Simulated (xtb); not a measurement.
Input for xtb: GFN2-xTB on BHI2O (SMILES OB(I)I), a point of a torsion scan.

```
$ xtb mol.xyz --gfn 2 --opt vtight --chrg 0 --uhf 0 --input xcontrol
5

O     -0.82282434    -0.89172853    -0.32533540
B      0.26012137     0.05457537    -0.15329192
I      0.74534655     0.89441424     1.81358180
I      1.31422842     0.80497257    -1.93832341
H     -1.55165246    -0.75032366     0.33264310
$constrain
  force constant=1.0
  dihedral: 5,1,2,3,30.0
$end
```

Output:

```
[...]
           -------------------------------------------------
          |                Calculation Setup                |
           -------------------------------------------------



           -------------------------------------------------
          |                 G F N 2 - x T B                 |
           -------------------------------------------------

        Reference                      10.1021/acs.jctc.8b01176
      * Hamiltonian:
        H0-scaling (s, p, d)           1.850000    2.230000    2.230000
        zeta-weighting                 0.500000
      * Dispersion:
        s8                             2.700000
        a1                             0.520000
        a2                             5.000000
        s9                             5.000000
      * Repulsion:
        kExp                           1.500000    1.000000
        rExp                           1.000000
      * Coulomb:
        alpha                          2.000000
        third order                    shell-resolved
        anisotropic                    true
        a3                             3.000000
        a5                             4.000000
        cn-shift                       1.200000
        cn-exp                         4.000000
        max-rad                        5.000000


          ...................................................
          :                      SETUP                      :
          :.................................................:
          :  # basis functions                  29          :
          :  # atomic orbitals                  27          :
          :  # shells                           11          :
          :  # electrons                        24          :
          :  max. iterations                   250          :
          :  Hamiltonian                  GFN2-xTB          :
          :  restarted?                      false          :
          :  GBSA solvation                  false          :
          :  PC potential                    false          :
          :  electronic temp.          300.0000000     K    :
          :  accuracy                    1.0000000          :
          :  -> integral cutoff          0.2500000E+02      :
          :  -> integral neglect         0.1000000E-07      :
          :  -> SCF convergence          0.1000000E-05 Eh   :
          :  -> wf. convergence          0.1000000E-03 e    :
          :  Broyden damping             0.4000000          :
          :  net charge                          0          :
          :  unpaired electrons                  0          :
          ...................................................

 iter      E             dE          RMSdq      gap      omega  full diag
   1    -13.1910540 -0.131911E+02  0.975E+00    6.24       0.0  T
   2    -13.0214948  0.169559E+00  0.152E+01    1.63       1.0  T
   3    -13.5146305 -0.493136E+00  0.809E+00    2.94       1.0  T
   4    -13.4674030  0.472275E-01  0.588E+00    2.62       1.0  T
   5    -13.5396310 -0.722280E-01  0.200E+00    3.33       1.0  T
   6    -13.5495118 -0.988076E-02  0.880E-01    3.59       1.0  T
   7    -13.5499977 -0.485952E-03  0.470E-01    3.64       1.0  T
   8    -13.5503460 -0.348259E-03  0.123E-01    3.74       1.0  T
   9    -13.5503769 -0.308780E-04  0.431E-02    3.72       1.0  T
  10    -13.5503769  0.134779E-07  0.238E-02    3.72       1.9  T
  11    -13.5503781 -0.120534E-05  0.842E-03    3.72       5.3  T
  12    -13.5503782 -0.180084E-06  0.284E-03    3.72      15.8  T
  13    -13.5503783 -0.211070E-07  0.887E-04    3.72      50.4  T
  14    -13.5503783 -0.406702E-09  0.370E-04    3.72     120.7  T

   *** convergence criteria satisfied after 14 iterations ***

         #    Occupation            Energy/Eh            Energy/eV
      -------------------------------------------------------------
         1        2.0000           -0.7637104             -20.7816
       ...           ...                  ...                  ...
         6        2.0000           -0.5408916             -14.7184
         7        2.0000           -0.5224375             -14.2162
         8        2.0000           -0.4772943             -12.9878
         9        2.0000           -0.4511435             -12.2762
        10        2.0000           -0.4416225             -12.0172
        11        2.0000           -0.4373857             -11.9019
        12        2.0000           -0.4312472             -11.7348 (HOMO)
        13                         -0.2946037              -8.0166 (LUMO)
        14                         -0.1963005              -5.3416
        15                         -0.1564489              -4.2572
        16                         -0.0493110              -1.3418
        17                         -0.0101223              -0.2754
       ...                                ...                  ...
        27                          0.5969766              16.2446
      -------------------
[...]
                 -0.1631655              -4.4400
        15                         -0.1321909              -3.5971
        16                         -0.0197147              -0.5365
        17                         -0.0018817              -0.0512
       ...                                ...                  ...
        27                          0.7743885              21.0722
      -------------------------------------------------------------
                  HL-Gap            0.1665255 Eh            4.5314 eV
             Fermi-level           -0.3431515 Eh           -9.3376 eV

 SCC (total)                   0 d,  0 h,  0 min,  0.006 sec
 SCC setup                      ...        0 min,  0.000 sec (  1.430%)
 Dispersion                     ...        0 min,  0.000 sec (  0.379%)
 classical contributions        ...        0 min,  0.000 sec (  0.286%)
 integral evaluation            ...        0 min,  0.002 sec ( 27.540%)
 iterations                     ...        0 min,  0.001 sec ( 23.703%)
 molecular gradient             ...        0 min,  0.003 sec ( 44.209%)
 printout                       ...        0 min,  0.000 sec (  2.112%)

         :::::::::::::::::::::::::::::::::::::::::::::::::::::
         ::                     SUMMARY                     ::
         :::::::::::::::::::::::::::::::::::::::::::::::::::::
         :: total energy             -13.539886783657 Eh    ::
         :: gradient norm              0.000012297894 Eh/a0 ::
         :: HOMO-LUMO gap              4.531389526731 eV    ::
         ::.................................................::
         :: SCC energy               -13.593181667392 Eh    ::
         :: -> isotropic ES            0.054581139074 Eh    ::
         :: -> anisotropic ES          0.001561282610 Eh    ::
         :: -> anisotropic XC         -0.010786933994 Eh    ::
         :: -> dispersion             -0.003852244129 Eh    ::
         :: repulsion energy           0.053245379788 Eh    ::
         :: add. restraining           0.000049503947 Eh    ::
         :: total charge               0.000000000000 e     ::
         :::::::::::::::::::::::::::::::::::::::::::::::::::::

           -------------------------------------------------
          |                Property Printout                |
           -------------------------------------------------

    * Orbital Energies and Occupations

         #    Occupation            Energy/Eh            Energy/eV
      -------------------------------------------------------------
         1        2.0000           -0.7605699             -20.6962
         2        2.0000           -0.7593465             -20.6629
         3        2.0000           -0.7490138             -20.3817
         4        2.0000           -0.6599079             -17.9570
         5        2.0000           -0.5831654             -15.8687
         6        2.0000           -0.5669515             -15.4275
         7        2.0000           -0.5241728             -14.2635
         8        2.0000           -0.4696150             -12.7789
         9        2.0000           -0.4464546             -12.1486
        10        2.0000           -0.4373330             -11.9004
        11        2.0000           -0.4329586             -11.7814
        12        2.0000           -0.4264143             -11.6033 (HOMO)
        13                         -0.2598888              -7.0719 (LUMO)
        14                         -0.1631655              -4.4400
        15                         -0.1321909              -3.5971
        16                         -0.0197147              -0.5365
        17                         -0.0018817              -0.0512
        18                         -0.0014990              -0.0408
        19                          0.0008067               0.0220
        20                          0.0084571               0.2301
        21                          0.0111967               0.3047
        22                          0.0506698               1.3788
        23                          0.0932340               2.5370
       ...                                ...                  ...
        27                          0.7743885              21.0722
      -------------------------------------------------------------
                  HL-Gap            0.1665255 Eh            4.5314 eV
             Fermi-level           -0.3431515 Eh           -9.3376 eV

     #   Z          covCN         q      C6AA      α(0)
     1   8 O        1.690    -0.423    21.278     6.228
     2   5 B        2.562     0.442    16.025     6.851
     3  53 I        1.212    -0.191   386.216    33.925
     4  53 I        1.252    -0.156   383.590    33.809
     5   1 H        0.806     0.327     0.644     1.260
Note: The following floating-point exceptions are signalling: IEEE_DENORMAL
normal termination of xtb

 Mol. C6AA /au·bohr⁶  :       2355.521859
 Mol. C8AA /au·bohr⁸  :     179986.877900
 Mol. α(0) /au        :         82.072963


Wiberg/Mayer (AO) data.
largest (>0.10) Wiberg bond orders for each atom

 ---------------------------------------------------------------------------
     #   Z sym  total        # sym  WBO       # sym  WBO       # sym  WBO
 ---------------------------------------------------------------------------
     1   8 O    2.268 --     2 B    1.335     5 H    0.861
     2   5 B    3.406 --     1 O    1.335     4 I    1.047     3 I    1.016
     3  53 I    1.081 --     2 B    1.016
     4  53 I    1.119 --     2 B    1.047
     5   1 H    0.893 --     1 O    0.861
 ---------------------------------------------------------------------------

Topologies differ in total number of bonds
Writing topology from bond orders to xtbtopo.mol

molecular dipole:
                 x           y           z       tot (Debye)
 q only:       -0.831      -0.339       0.207
   full:       -1.746      -0.974       0.289       5.135
molecular quadrupole (traceless):
                xx          xy          yy          xz          yz          zz
 q only:        2.929      -0.313       1.138      -0.746      -1.460      -4.068
  q+dip:        7.238      -3.688       6.789       1.900      -2.107     -14.027
   full:        6.733      -3.913       6.132       1.583      -2.131     -12.866

           -------------------------------------------------
          |                Geometry Summary                 |
           -------------------------------------------------

      molecular mass/u    :      281.6273175
   center of mass at/Å    :        0.8784174       0.6705346      -0.0657043
  moments of inertia/u·Å² :        0.1007678E+03   0.8651889E+03   0.9657174E+03
rotational constants/cm⁻¹ :        0.1672918E+00   0.1948434E-01   0.1745607E-01

 * 4 selected distances

     #   Z          #   Z                                           value/Å
     1   8 O        2   5 B                                       1.3151077
     2   5 B        3  53 I                                       2.1349119 (max)
     2   5 B        4  53 I                                       2.1170315
     1   8 O        5   1 H                                       0.9572573 (min)

 * 3 distinct bonds (by element types)

   Z      Z             #   av. dist./Å        max./Å        min./Å
   1 H    8 O           1     0.9572573     0.9572573     0.9572573
   5 B    8 O           1     1.3151077     1.3151077     1.3151077
   5 B   53 I           2     2.1259717     2.1349119     2.1170315


optimized geometry written to: xtbopt.xyz


           -------------------------------------------------
          | TOTAL ENERGY              -13.539886783657 Eh   |
          | GRADIENT NORM               0.000012297894 Eh/α |
          | HOMO-LUMO GAP               4.531389526731 eV   |
           -------------------------------------------------

------------------------------------------------------------------------
------------------------------------------------------------------------
 total:
 SCF:
 ANC optimizer:
```

The run finished.

Warnings raised: the energy holds the restraint's term.

Cost: roughly 0.17 core-seconds.
